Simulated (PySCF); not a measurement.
Isomers of C6H12Si, mass 112.071 u with the commonest isotopes. Level of theory: PBE0/def2-SVPD in PySCF (dipole) on a GFN2-xTB geometry, gas phase. One conformer each, none proved a minimum here; rigid rotors.

**Question.** Order these by rotational constant A, largest first.
A. `C=C1CC[Si]1(C)C`
B. `[CH3:1][CH2:2][C@@H:3]1[CH:4]=[C:5]([SiH3:6])[CH2:7]1` with C1–C2–C3–C4 173°
C. `[CH3:1][CH2:2][CH2:3][C:4]#[C:5][CH2:6][SiH3:7]` with C1–C2–C3–C4 64°
D. `[CH2:1]1[CH2:2][SiH:3]([CH:4]2[CH2:5][CH2:6]2)[CH2:7]1` with C2–Si3–C4–C5 -101°, C7–C1–C2–Si3 13°, C1–C2–Si3–C4 -126°, Si3–C4–C5–C6 -109°, C2–Si3–C7–C1 11°

**Answer.** B (6942 MHz), D (5635 MHz), C (3703 MHz), A (2620 MHz).

**Question.** Order these by radius of gyration √(Σ m r²/M), smallest first.
A. `[CH3:1][CH2:2][CH2:3][C:4]#[C:5][CH2:6][SiH3:7]` with C1–C2–C3–C4 64°
B. `[CH2:1]1[CH2:2][SiH:3]([CH:4]2[CH2:5][CH2:6]2)[CH2:7]1` with C2–Si3–C4–C5 -101°, C7–C1–C2–Si3 13°, C1–C2–Si3–C4 -126°, Si3–C4–C5–C6 -109°, C2–Si3–C7–C1 11°
C. `[CH3:1][CH2:2][C@@H:3]1[CH:4]=[C:5]([SiH3:6])[CH2:7]1` with C1–C2–C3–C4 173°
D. `C=C1CC[Si]1(C)C`

**Answer.** D (1.913 Å), B (2.080 Å), C (2.305 Å), A (2.438 Å).

**Question.** Order these by out-of-plane moment Σ m c² = (Ia + Ib − Ic)/2, largest first.
A. `[CH2:1]1[CH2:2][SiH:3]([CH:4]2[CH2:5][CH2:6]2)[CH2:7]1` with C2–Si3–C4–C5 -101°, C7–C1–C2–Si3 13°, C1–C2–Si3–C4 -126°, Si3–C4–C5–C6 -109°, C2–Si3–C7–C1 11°
B. `[CH3:1][CH2:2][CH2:3][C:4]#[C:5][CH2:6][SiH3:7]` with C1–C2–C3–C4 64°
C. `C=C1CC[Si]1(C)C`
D. `[CH3:1][CH2:2][C@@H:3]1[CH:4]=[C:5]([SiH3:6])[CH2:7]1` with C1–C2–C3–C4 173°

**Answer.** C (84.36 u·Å²), A (23.22 u·Å²), D (21.30 u·Å²), B (15.78 u·Å²).

```csv
SMILES,point group,Ia (u·Å²),Ib (u·Å²),Ic (u·Å²),κ,μa (D),μb (D),μc (D)
C1C[SiH](C2CC2)C1,Cs,89.68,418.26,461.50,-0.95,0.57,0.00,0.42
CC[C@@H]1C=C([SiH3])C1,C1,72.80,543.92,574.12,-0.98,0.87,0.13,0.13
C=C1CC[Si]1(C)C,–,192.92,301.53,325.72,-0.77,0.65,0.03,0.01
CCCC#CC[SiH3],C1,136.48,545.24,650.15,-0.90,0.14,0.20,0.07
CC1=CC[Si]1(C)C,Cs,193.65,307.61,332.62,-0.77,0.50,0.47,0.00
```
